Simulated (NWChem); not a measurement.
System: C₃H₈Si; SMILES C/C=C\[SiH3]

Here is an NWChem input.

```
start job
memory heap 200 mb stack 900 mb global 1100 mb
geometry units angstroms
  C     -1.528420     1.233847     0.417943
  C     -1.393194    -0.033167    -0.354630
  C     -0.269875    -0.719895    -0.521967
  Si     1.426895    -0.281908     0.162533
  H     -2.250295     1.103862     1.224695
  H     -1.902035     2.027765    -0.229454
  H     -0.576228     1.541044     0.841162
  H     -2.319506    -0.384786    -0.799917
  H     -0.327275    -1.627228    -1.112344
  H      1.401968    -0.236283     1.628756
  H      2.368948    -1.317191    -0.269566
  H      1.875082     1.018845    -0.346717
end
basis spherical
  * library def2-svp
end
dft
  xc pbe0
  iterations 150
end
driver
  maxiter 120
end
task dft optimize
task dft freq
```

The level has its own optimisation; frequencies are unscaled. Brackets give each atom's bonded neighbours.

Q: What results follow from this input? (PBE0/def2-SVP.) Quantities: r C–C [C(CCH)–C(CHHH)] (Å); r C–H [C(CHHH)–H(C)] (Å); r C–C [C(CCH)–C(CHSi)] (Å); r C–H [C(CCH)–H(C)] (Å); highest harmonic frequency (cm⁻¹); lowest (cm⁻¹); zero-point energy (kcal/mol); dipole (D).

A: 
```json
{
  "r C–C [C(CCH)–C(CHHH)] (Å)": "1.492",
  "r C–H [C(CHHH)–H(C)] (Å)": "1.102",
  "r C–C [C(CCH)–C(CHSi)] (Å)": "1.342",
  "r C–H [C(CCH)–H(C)] (Å)": "1.099",
  "highest harmonic frequency (cm⁻¹)": "3173",
  "lowest (cm⁻¹)": "41",
  "zero-point energy (kcal/mol)": "59.6",
  "dipole (D)": "1.25"
}
```
